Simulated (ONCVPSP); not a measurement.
**Configuration tests for barium (Ba) (ONCV)**

Ba, optimised norm-conserving Vanderbilt (ONCV), made with ONCVPSP 4.0.1 (PBE, scalar-relativistic). Core [Kr] 4d10, reference 5s2 5p6 6s2. Waves: 5s+6s: rc 3.05 bohr, ncon 3, nbas 6, qcut 3.6 1/bohr, 2 projectors; 5p: rc 2.70 bohr, ncon 4, nbas 8, qcut 6.3 1/bohr, 2 projectors, debl 2.3 Ha; d scattering state at 0.41 Ha: rc 3.20 bohr, ncon 4, nbas 8, qcut 2.8 1/bohr, 2 projectors, debl 2.5 Ha. Local part: polynomial inside 2.15 bohr (lpopt 5, dvloc0 0 Ha). Core correction: polynomial model core, fcfact 0.2.

In the d channel the program set the typed energies aside and used 0.050, 2.550 Ha.

Energies are relative to the spin-unpolarised reference configuration 5s2 5p6 6s2; without spin polarisation the order of configurations can differ from experiment.

```tsv
valence configuration	charge	ΔE all-electron (eV)	error AE − PS (meV)
5s2 5p6 6s1	+1	5.362	-1.0
5s2 5p6 6s0	+2	15.344	-6.7
5s2 5p6 6s1.5	+0.5	2.136	-0.3
```

Problem. What are ΔE and the potential's error for 5s1 5p6 6s2?

Solution. ΔE = 38.799 eV all-electron; the error (AE − PS) is -367 meV.

Levels in the configuration 5s2 5p6 6s0:

```
level  all-electron (eV)  pseudo (eV)
   5s            -45.982      -46.059
   5p            -30.907      -30.913
```

Note: no bound ghost flagged; GHOST(+) flagged for d at 119.7 eV.
